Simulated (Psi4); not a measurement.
Dimer: HF (SMILES F) (first 2 atoms) with CH6Si (SMILES C[SiH3]); geometry from B3LYP-D3(BJ)/def2-TZVP, rigid monomers moved along the line of their centres of mass till H2···H8 is 2.29 Å.
(charge 0, multiplicity 1):
```xyz
10

F      0.462     0.634    -0.361
H      0.770     0.160     0.381
C     -1.332     0.359     3.295
Si     0.165    -0.698     3.659
H     -1.036     1.369     3.006
H     -1.973     0.430     4.176
H     -1.919    -0.063     2.479
H      1.039    -0.791     2.448
H     -0.209    -2.086     4.013
H      1.001    -0.124     4.737
```

All values below come from SAPT0/jun-cc-pV(D+d)Z (Psi4).

Task: Give the four SAPT terms and the total, and say what mostly holds the pair together.

Result: electrostatics -47.2, exchange 28.6, induction -24.4, dispersion -17.9, total -60.8 meV; the largest attraction is electrostatics.
